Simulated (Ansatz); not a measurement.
Gas-phase electronic energies from Ansatz, PBE0-D4/def2-TZVP geometries. CCSD(T)/CBS is the MP2 limit (def2-TZVPP, def2-QZVPP) plus CCSD(T) − MP2 in def2-TZVPP, frozen cores. DFT in def2-TZVPP. B3LYP here is the variant with VWN-RPA as its local correlation; programs differ in this. For Ge outer-core shells are correlated without core-valence functions, which leaves a few kJ/mol of doubt a bond. Scalar relativity is left out up to krypton. Each species was taken in one conformer, which may not be the lowest.

`C[SiH2][CH2][GeH3]` + `C=C[SiH2]S` → `C=C[SiH2][S][GeH3]` + `C[SiH2]C`  (ligand exchange at a Ge–C bond)

Task: Is it downhill or uphill in electronic energy at CCSD(T)/CBS, and by how much? (Estimate.)

Result: The calculation gave: Downhill: ΔE = -58.8 kJ/mol.

Task: What do these levels give: B3LYP-D4, ωB97X-V, B2PLYP, PBE, r2SCAN, PBE0, MP2/def2-TZVPP, SCS-MP2/def2-TZVPP, CCSD/def2-TZVPP, CCSD(T)/def2-TZVPP, SCS-MP2/def2-QZVPP, CCSD/CBS(def2)? (Best estimate.)

Result: Ansatz gave: B3LYP-D4 -64.4, ωB97X-V -61.1, B2PLYP -60.2, PBE -60.9, r2SCAN -63.8, PBE0 -61.8, MP2/def2-TZVPP -60.6, SCS-MP2/def2-TZVPP -58.9, CCSD/def2-TZVPP -55.9, CCSD(T)/def2-TZVPP -57.0, SCS-MP2/def2-QZVPP -59.9, CCSD/CBS(def2) -57.7 kJ/mol.

Largest T1 diagnostic among the species: 0.012.

The D4 term adds −4.9 kJ/mol with B3LYP and −2.6 kJ/mol with PBE0; it sums over pairs of atoms, weighted by their polarisabilities, and B3LYP, whose exchange is more repulsive, gets the larger term.
